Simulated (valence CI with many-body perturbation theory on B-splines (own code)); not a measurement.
# Ga: electric-dipole lines

Level of theory: relativistic CI+MBPT: three valence electrons over a frozen Dirac-Fock core [Ar] 3d10, a basis of 11 s, 11 p, 10 d, 8 f, 5 g, 2 h functions for each j, with the one-electron correlation potential Σ1 (screened to all orders), the two-electron term Σ2, the three-electron term Σ3, Breit, model QED; selected single and double excitations, second order for the rest, scaled by the run's own slope (own B-spline code, finite nucleus).

Against 7 measured levels this calculation errs by 178 cm⁻¹ on average and by 257 at most. These come from a selection out of the NIST Handbook of Basic Atomic Spectroscopic Data. Levels without a partner in it may be off by more.

Lines 151 to 179 of 179 in falling wavelength, among levels below 45774 cm⁻¹, chosen from the strongest by gf and those to the six lowest levels. Wavelengths and rates use the calculated energies, so an error of 200 cm⁻¹ moves a line at 4189 Å by 0.84 % and its rate by three times that or more. Electric multipoles are in the length gauge, E1 and E2 with the static RPA response of the core. Weak lines are less certain than strong ones. Lines between different terms over intervals too small for the method are left out, as are lines whose strength nearly cancels. The highest levels of a list are the least certain.

| λ vac (Å) | λ from measured levels | Upper | Lower | A (s⁻¹) | S (a.u.) with core polarisation | S without |
| --- | --- | --- | --- | --- | --- | --- |
| 4189 | 4173 | 4s2 5s 2S_1/2 | 4s2 4p 2P°_3/2 | 9.69e+07 | 7.03e+00 | 6.94e+00 |
| 4051 | 4034 | 4s2 5s 2S_1/2 | 4s2 4p 2P°_1/2 | 5.05e+07 | 3.31e+00 | 3.27e+00 |
| 2966 | 2945 | 4s2 4d 2D_3/2 | 4s2 4p 2P°_3/2 | 2.31e+07 | 1.19e+00 | 1.20e+00 |
| 2966 | 2944 | 4s2 4d 2D_5/2 | 4s2 4p 2P°_3/2 | 1.37e+08 | 1.06e+01 | 1.07e+01 |
| 2896 | 2875 | 4s2 4d 2D_3/2 | 4s2 4p 2P°_1/2 | 1.15e+08 | 5.52e+00 | 5.56e+00 |
| 2739 | 2720 | 4s2 6s 2S_1/2 | 4s2 4p 2P°_3/2 | 2.47e+07 | 5.01e-01 | 4.89e-01 |
| 2703 |  | 4s 4p2 4P_3/2 | 4s2 4p 2P°_3/2 | 3.18e+04 | 1.24e-03 | 1.43e-03 |
| 2679 | 2661 | 4s2 6s 2S_1/2 | 4s2 4p 2P°_1/2 | 1.32e+07 | 2.50e-01 | 2.44e-01 |
| 2670 |  | 4s 4p2 4P_1/2 | 4s2 4p 2P°_1/2 | 8.89e+03 | 1.67e-04 | 2.67e-04 |
| 2662 |  | 4s 4p2 4P_5/2 | 4s2 4p 2P°_3/2 | 2.07e+05 | 1.15e-02 | 1.27e-02 |
| 2645 |  | 4s 4p2 4P_3/2 | 4s2 4p 2P°_1/2 | 2.44e+04 | 8.90e-04 | 9.33e-04 |
| 2516 |  | 4s2 5d 2D_3/2 | 4s2 4p 2P°_3/2 | 5.25e+06 | 1.65e-01 | 1.66e-01 |
| 2516 |  | 4s2 5d 2D_5/2 | 4s2 4p 2P°_3/2 | 3.06e+07 | 1.44e+00 | 1.44e+00 |
| 2466 |  | 4s2 5d 2D_3/2 | 4s2 4p 2P°_1/2 | 2.53e+07 | 7.49e-01 | 7.47e-01 |
| 2433 |  | 4s2 7s 2S_1/2 | 4s2 4p 2P°_3/2 | 1.03e+07 | 1.47e-01 | 1.42e-01 |
| 2386 |  | 4s2 7s 2S_1/2 | 4s2 4p 2P°_1/2 | 5.50e+06 | 7.38e-02 | 7.17e-02 |
| 2354 |  | 4s2 6d 2D_3/2 | 4s2 4p 2P°_3/2 | 1.13e+06 | 2.90e-02 | 2.85e-02 |
| 2353 |  | 4s2 6d 2D_5/2 | 4s2 4p 2P°_3/2 | 6.34e+06 | 2.45e-01 | 2.38e-01 |
| 2311 |  | 4s2 8s 2S_1/2 | 4s2 4p 2P°_3/2 | 5.03e+06 | 6.13e-02 | 5.93e-02 |
| 2309 |  | 4s2 6d 2D_3/2 | 4s2 4p 2P°_1/2 | 4.98e+06 | 1.21e-01 | 1.18e-01 |
| 2272 |  | 4s2 7d 2D_3/2 | 4s2 4p 2P°_3/2 | 2.38e+05 | 5.51e-03 | 5.22e-03 |
| 2272 |  | 4s2 7d 2D_5/2 | 4s2 4p 2P°_3/2 | 1.26e+06 | 4.38e-02 | 4.07e-02 |
| 2268 |  | 4s2 8s 2S_1/2 | 4s2 4p 2P°_1/2 | 2.69e+06 | 3.10e-02 | 3.00e-02 |
| 2248 |  | 4s2 9s 2S_1/2 | 4s2 4p 2P°_3/2 | 2.59e+06 | 2.91e-02 | 2.81e-02 |
| 2231 |  | 4s2 7d 2D_3/2 | 4s2 4p 2P°_1/2 | 8.80e+05 | 1.93e-02 | 1.76e-02 |
| 2225 |  | 4s2 8d 2D_3/2 | 4s2 4p 2P°_3/2 | 3.80e+04 | 8.27e-04 | 7.20e-04 |
| 2225 |  | 4s2 8d 2D_5/2 | 4s2 4p 2P°_3/2 | 1.80e+05 | 5.88e-03 | 4.84e-03 |
| 2208 |  | 4s2 9s 2S_1/2 | 4s2 4p 2P°_1/2 | 1.39e+06 | 1.47e-02 | 1.42e-02 |
| 2186 |  | 4s2 8d 2D_3/2 | 4s2 4p 2P°_1/2 | 9.34e+04 | 1.93e-03 | 1.46e-03 |
